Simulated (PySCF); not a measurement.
C₄H₁₄Ga₂, singlet at its GFN2-xTB optimised geometry (Å):

```
20

Ga    -0.0949     0.4448     0.0000
Ga    -1.0668     2.0674    -2.2330
H     -0.4291     0.5204    -2.2322
C      1.9348     0.4448     0.0000
H      2.3394     0.8669     0.9257
H      2.3096     1.0459    -0.8348
H      2.3315    -0.5700    -0.1069
C     -1.4610    -0.9820     0.4664
H     -1.7971    -0.8951     1.5049
H     -1.0479    -1.9868     0.3311
H     -2.3394    -0.8853    -0.1798
H     -0.7447     1.9868     0.0000
C      0.3116     3.4875    -2.6834
H     -0.1031     4.4940    -2.5665
H      0.6710     3.3907    -3.7131
H      1.1751     3.3962    -2.0166
C     -3.0964     2.0794    -2.2491
H     -3.4886     3.0916    -2.1069
H     -3.4812     1.4487    -1.4412
H     -3.4953     1.6954    -3.1937
```

Method: PySCF with CAM-B3LYP/def2-SVP.

Map of the log10 of the electron density (e/bohr³), floored at −4 on the plane z = 1.0 Å:

```
|                           |
|                           |
|                           |
|         .....             |
|       ..:---:..           |
|       .:-===-:..          |
|      .:-=+++=-::::::..    |
|      .:-=++++=----==-:.   |
|      .:-++**++===++*+=:.  |
|      .:-=+***++++*##*+=:  |
|     .:-=++*******%@@%*=:. |
|     .:-=+**##***#%@@%*=:. |
|    .:==+**####**#%%%#*=:. |
|   .:=+*######****###*+-:  |
|   :-+*#%%%##**+++***+=-.  |
|  .:=+#%@@%#**++==+++=-:.  |
|  .:=*#@@@@#*+==--===--.   |
|  .:=+#%@@%#*=--:::--::.   |
|   :-=*#%%%#*=-:......     |
|   .:-=+*##*+=:.           |
|    .:-=+**+=-:            |
|     .:-==+=-:.            |
|      .::---:.             |
|        ....               |
|                           |
|                           |
|                           |
```
Scale: ten equal steps from -4.00 (start of ' ') to -0.597 (end of '@'), in the order ' .:-=+*#%@'; x runs from -4.50 to 4.50, y from -4.50 (bottom) to 4.50 (top).
